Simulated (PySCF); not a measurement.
Si(Cl)2(I)(OH), HCl₂IOSi, SMILES O[Si](Cl)(Cl)I, CAM-B3LYP/def2-SVP optimised geometry.

```
6

O     -1.31     0.47     0.00
Si    -0.74    -1.06     0.00
Cl    -1.35    -2.06    -1.68
Cl     1.31    -1.06     0.00
I     -1.59    -2.13     1.99
H     -1.08     1.06    -0.73
```

Density from CAM-B3LYP/def2-TZVP, def2 effective core potentials past Kr in PySCF at that geometry. The core electrons that the potentials of I replace are not part of the density.

Minimum of the electron density along straight lines between bonded atoms, close to the bond critical point (lines longer than 1.1 times the sum of covalent radii, or with two minima, are not listed):

| bond | length / Å | ρ at the minimum / e bohr⁻³ | ∇²ρ there / e bohr⁻⁵ | position (fraction from the first atom) |
|---|---|---|---|---|
| O1–Si2 | 1.634 | … | 0.83 | 0.59 |
| Si2–Cl3 | 2.050 | 0.104 | 0.20 | 0.36 |
| Si2–Cl4 | 2.050 | 0.104 | 0.20 | 0.36 |
| Si2–I5 | 2.416 | … | -0.10 | 0.35 |
| O1–H6 | 0.965 | 0.347 | … | 0.81 |

Fill in the missing entries.


- O1–Si2, ρ at the minimum / e bohr⁻³: 0.146
- Si2–I5, ρ at the minimum / e bohr⁻³: 0.091
- O1–H6, ∇²ρ there / e bohr⁻⁵: -2.38
